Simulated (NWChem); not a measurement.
All runs are NWChem calculations. System: BFI₂, charge 0, spin multiplicity 1, at a geometry optimised with B3LYP/def2-SVP with def2 effective core potentials on I. The structure started from a generated list of species. Level: G0W0@PBE0/def2-TZVP with def2 effective core potentials on I, RI basis def2-tzvp-rifit, no spin-orbit coupling.

Input file:

```
start mol
memory heap 200 mb stack 700 mb global 1700 mb
geometry units angstroms nocenter noautoz
  B      0.000000     0.000000    -0.807885
  F      0.000000     0.000000    -2.118373
  I     -1.881697     0.000000     0.217970
  I      1.881697     0.000000     0.217970
  symmetry group C2v
end
basis spherical
  * library def2-tzvp
end
ecp
  I library def2-ecp
end
basis "ri basis" bse spherical
  * library def2-tzvp-rifit
end
dft
  xc pbe0
  iterations 100
  direct
  tolerances tight
end
task dft energy
gw
  method cdgw
  states alpha occ 4 vir 2
end
task dft gw
```

NWChem printed:

```
             Northwest Computational Chemistry Package (NWChem) 7.3.0
             --------------------------------------------------------

                                NWChem Input Module
                                -------------------

 Scaling coordinates for geometry "geometry" by  1.889725989
 (inverse scale =  0.529177249)

 Turning off AUTOSYM since
 SYMMETRY directive was detected!

                             Geometry "geometry" -> ""
                             -------------------------

 Output coordinates in angstroms (scale by  1.889725989 to convert to a.u.)

  No.       Tag          Charge          X              Y              Z
 ---- ---------------- ---------- -------------- -------------- --------------
    1 B                    5.0000     0.00000000     0.00000000    -0.80788500
    2 F                    9.0000     0.00000000     0.00000000    -2.11837300
    3 I                   53.0000    -1.88169700     0.00000000     0.21797000
    4 I                   53.0000     1.88169700     0.00000000     0.21797000

 Effective nuclear repulsion energy (a.u.)     712.2987208166

            Nuclear Dipole moment (a.u.)
            ----------------------------
        X                 Y               Z
 ---------------- ---------------- ----------------
     0.0000000000     0.0000000000     0.0000718096

      Symmetry information
      --------------------

 Group name             C2v
 Group number             16
 Group order               4
 No. of unique centers     3

      Symmetry unique atoms

     1    2    3


 Summary of "ao basis" -> "" (spherical)
 ------------------------------------------------------------------------------
       Tag                 Description            Shells   Functions and Types
 ---------------- ------------------------------  ------  ---------------------
 *                         def2-tzvp                  on all atoms

 Summary of "ri basis" -> "" (spherical)
 ------------------------------------------------------------------------------
       Tag                 Description            Shells   Functions and Types
 ---------------- ------------------------------  ------  ---------------------
 *                      def2-tzvp-rifit               on all atoms

                                 NWChem DFT Module
                                 -----------------

 Summary of "ao basis" -> "ao basis" (spherical)
 ------------------------------------------------------------------------------
       Tag                 Description            Shells   Functions and Types
 ---------------- ------------------------------  ------  ---------------------
 B                         def2-tzvp                11       31   5s3p2d1f
 F                         def2-tzvp                11       31   5s3p2d1f
 I                         def2-tzvp                16       50   6s5p3d2f

 Summary of "ao basis" -> "ao basis" (spherical)
 ------------------------------------------------------------------------------
       Tag                 Description            Shells   Functions and Types
 ---------------- ------------------------------  ------  ---------------------
 B                         def2-tzvp                11       31   5s3p2d1f
 F                         def2-tzvp                11       31   5s3p2d1f
 I                         def2-tzvp                16       50   6s5p3d2f

      Symmetry analysis of basis
      --------------------------

        a1         61
        a2         23
[...]
   Bfn.  Coefficient  Atom+Function         Bfn.  Coefficient  Atom+Function
  ----- ------------  ---------------      ----- ------------  ---------------
    80      0.326072  3 I  pz               130     -0.326072  4 I  pz
    74     -0.263186  3 I  pz               124      0.263186  4 I  pz
    78      0.245652  3 I  px               128      0.245652  4 I  px
    72     -0.209865  3 I  px                77      0.210845  3 I  pz
   122     -0.209865  4 I  px               127     -0.210845  4 I  pz

 Vector   33  Occ=0.000000D+00  E=-6.486230D-02  Symmetry=b2
              MO Center=  5.8D-14, -1.5D-15, -5.1D-01, r^2= 3.5D+00
   Bfn.  Coefficient  Atom+Function         Bfn.  Coefficient  Atom+Function
  ----- ------------  ---------------      ----- ------------  ---------------
    10      0.461790  1 B  py                 7      0.392139  1 B  py
    13      0.339999  1 B  py                82     -0.227226  3 I  py
   132     -0.227226  4 I  py                44     -0.183641  2 F  py
    38     -0.176134  2 F  py                79     -0.165878  3 I  py
   129     -0.165878  4 I  py                41     -0.138310  2 F  py

 Vector   34  Occ=0.000000D+00  E=-3.347951D-02  Symmetry=a1
              MO Center=  1.6D-13,  7.9D-16,  1.6D-01, r^2= 6.6D+00
   Bfn.  Coefficient  Atom+Function         Bfn.  Coefficient  Atom+Function
  ----- ------------  ---------------      ----- ------------  ---------------
     4      0.652318  1 B  s                  5      0.642780  1 B  s
    81     -0.479155  3 I  px               131      0.479155  4 I  px
    68     -0.381711  3 I  s                118     -0.381711  4 I  s
     3      0.258698  1 B  s                 78     -0.225497  3 I  px
   128      0.225497  4 I  px                11      0.220425  1 B  pz

 Vector   35  Occ=0.000000D+00  E= 3.721682D-02  Symmetry=a1
              MO Center=  1.1D-15, -1.6D-15, -7.0D-01, r^2= 7.3D+00
   Bfn.  Coefficient  Atom+Function         Bfn.  Coefficient  Atom+Function
  ----- ------------  ---------------      ----- ------------  ---------------
     5      2.768579  1 B  s                  4     -1.445359  1 B  s
    68     -0.777982  3 I  s                118     -0.777982  4 I  s
    11      0.505726  1 B  pz                36      0.424756  2 F  s
    81     -0.319934  3 I  px               131      0.319934  4 I  px
    45      0.312853  2 F  pz                22     -0.307156  1 B  d  0

 center of mass
 --------------
 x =   0.00000000 y =   0.00000000 z =   0.04115595

 moments of inertia (a.u.)
 ------------------
         372.692807020452           0.000000000000           0.000000000000
           0.000000000000        3581.843000493939           0.000000000000
           0.000000000000           0.000000000000        3209.150193473486

     Multipole analysis of the density
     ---------------------------------

     L   x y z        total         alpha         beta         nuclear
     -   - - -        -----         -----         ----         -------
     0   0 0 0     -0.000000    -32.000000    -32.000000     64.000000

     1   1 0 0      0.000000      0.000000      0.000000      0.000000
     1   0 1 0     -0.000000     -0.000000     -0.000000      0.000000
     1   0 0 1      0.172379     11.619454     11.619454    -23.066528

     2   2 0 0    -45.459782   -338.839040   -338.839040    632.218297
     2   1 1 0     -0.000000     -0.000000     -0.000000      0.000000
     2   1 0 1      0.000000      0.000000      0.000000      0.000000
     2   0 2 0    -47.160848    -23.580424    -23.580424      0.000000
     2   0 1 1      0.000000      0.000000      0.000000      0.000000
     2   0 0 2    -48.699823   -106.531662   -106.531662    164.363500

 Task  times  cpu:       20.0s     wall:       20.0s

                                NWChem Input Module
                                -------------------

                                 NWChem GW Module
                                 ----------------

                             ***********************
                             ***        GW       ***
                             ***********************

 Summary of "ri basis" -> "ri basis" (spherical)
 ------------------------------------------------------------------------------
       Tag                 Description            Shells   Functions and Types
 ---------------- ------------------------------  ------  ---------------------
 B                      def2-tzvp-rifit             22       76   8s6p4d3f1g
 F                      def2-tzvp-rifit             22       76   8s6p4d3f1g
 I                      def2-tzvp-rifit             38      184   9s8p8d6f4g3h

                 Memory Information
                 ------------------
          Available GA per process is          1699.8 MBs
          Available stack per process is        700.0 MBs
          Available heap per process is           0.0 MBs

          Peak memory in Initialization
              Peak GA per process is                 24.0 MBs
              Peak stack per process is               0.3 MBs
              Peak heap per process is               25.0 MBs
              Memory not in MA per process            0.0 MBs

          Peak memory in CDGW Calculation
              Peak GA per process is                 28.4 MBs
              Peak stack per process is               4.1 MBs
              Peak heap per process is                4.0 MBs
              Memory not in MA per process            0.0 MBs

          Computing 2-center integrals
          Computing Inverse Cholesky factor
          Computing 3-center integrals
          Computing Vxc

          Computing Sigma_x
          Computing W(iw) on the imaginary grid
          Solving quasiparticle equations

                  Alpha Orbitals
          State     Energy (eV)     Error (eV)
          -----------------------------------
@GW        29        -10.547           0.004
@GW        30        -10.288           0.004
@GW        31         -9.801           0.004
@GW        32         -9.527           0.005
@GW        33          0.025           0.005
@GW        34          1.029           0.004

     GW Timing Statistics
   ------------------------
   Init.   :          0.2s
     ERIs  :          2.2s
     Distr.:          0.0s
     Vxc   :          2.0s
   Vmo     :          0.0s
   iW      :          5.3s
   I_n     :          0.0s
   R_n     :          0.3s
   GW total:         10.1s

 Task  times  cpu:       10.1s     wall:       10.1s

 Total times  cpu:       30.1s     wall:       30.1s
```
